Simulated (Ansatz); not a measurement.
# AuH, singlet: energies of several shapes or isomers

Calculated in Ansatz's Gaussian-basis code. Basis cc-pVTZ-PP on Au, cc-pVTZ on H, scalar-relativistic core potentials (60 electrons on Au), no spin–orbit coupling, no frozen core; active space CAS(2,2). Restricted Hartree–Fock, then the lowest state-specific CASSCF solution met for each case. On stretched bonds single-reference methods can fail or change state. Solutions in different active orbitals can move differences by tenths of an eV and at times more than 1 eV.

Case A: bond length 1.5240 Å.

Case B: bond length 1.6764 Å.

Energy less that of case A, in eV:

```csv
case,RHF/ROHF,CASSCF
B,+0.049,+0.018
```

**Question.** Give the SC-NEVPT2 energies against case A.

**Answer.** B: +0.253 eV (5.8 kcal/mol).
